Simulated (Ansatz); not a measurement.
Coupled-cluster diagnostics for (LiCl)3 ring (Li₃Cl₃), Ansatz.

Geometry of the singlet (PBE-D4/def2-SVP):

| atom | x (Å) | y (Å) | z (Å) |
| --- | --- | --- | --- |
| Li1 | 1.0542 | -1.5067 | 0.4910 |
| Cl2 | -0.8172 | -2.1955 | -0.3815 |
| Li3 | -1.7094 | -0.2540 | -0.7966 |
| Cl4 | -1.3146 | 1.8785 | -0.6122 |
| Li5 | 0.6555 | 1.7610 | 0.3058 |
| Cl6 | 2.1316 | 0.3166 | 0.9936 |

Correlated methods freeze 15 core orbitals; core or outer-core shells of Li are correlated, in sets that lack core-valence functions.

Task: Estimate the CCSD(T) correlation energy, the shares of MP2 and (T), T1 and the reference's ⟨S²⟩ for: charge 0, singlet, own geometry in def2-TZVPP; and the rough time on 4 threads of Intel Xeon on a shared host.

Result: 
```
                          state       basis  correlation (eV)  MP2 share (%)  (T) share (%)     T1  ⟨S²⟩ (pure)  wall time
charge 0, singlet, own geometry  def2-TZVPP           -21.524           88.9            3.2  0.004  0.00 (0.00)       42 s
```
Customary marks for T1 are 0.02 (closed shells), 0.045 (open shells) and about 0.05 (3d metals). T1 stays under 0.02 throughout.
